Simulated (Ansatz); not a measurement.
Conformers of CH5GeNS (`C[S][Ge][NH2]`), each relaxed with PBE0-D4/def2-TZVP in Ansatz. CBS adds the triple-zeta coupled-cluster correction to the MP2 limit.

Outer-core shells of Ge are correlated without core-valence functions. Scalar relativity is left out up to krypton. Spin–orbit coupling is left out.

Not all of them had a frequency check.

Conformer A:

Cartesian coordinates in Å:
```
C -0.590 -1.244 0.224
S 1.142 -1.188 0.744
Ge 1.918 0.874 0.309
N 0.417 1.622 -0.401
H -0.960 -2.247 0.437
H -0.686 -1.060 -0.847
H -1.192 -0.527 0.783
H 0.432 2.581 -0.711
H -0.482 1.189 -0.538
```

Conformer B:

```xyz
9

C    -0.828   -1.133   -1.448
S    -0.927   -0.044   -0.001
Ge    1.245    0.335    0.363
N     1.013    1.414    1.809
H    -1.362   -0.675   -2.280
H    -1.287   -2.092   -1.210
H     0.210   -1.300   -1.743
H     1.804    1.812    2.288
H     0.133    1.683    2.221
```

(1) Which is lowest in electronic energy at CCSD(T)/CBS (frozen core, def2 sets), and by how much? (Estimate.)

(2) Give the energies relative to B (kJ/mol) with r2SCAN-D4/def2-TZVPP, PBE0/def2-TZVPP, HF/def2-TZVPP, MP2/def2-TZVPP, CCSD/def2-TZVPP, MP2/def2-QZVPP, CCSD/CBS(def2). (An estimate is asked.)

## Answers

(1) Computed: B; A lies 4.8 kJ/mol higher.

(2) Ansatz gave: 
| level | A |
| --- | --- |
| r2SCAN-D4/def2-TZVPP | 4.7 |
| PBE0/def2-TZVPP | 6.1 |
| HF/def2-TZVPP | 7.4 |
| MP2/def2-TZVPP | 4.9 |
| CCSD/def2-TZVPP | 4.6 |
| MP2/def2-QZVPP | 5.4 |
| CCSD/CBS(def2) | 5.4 |
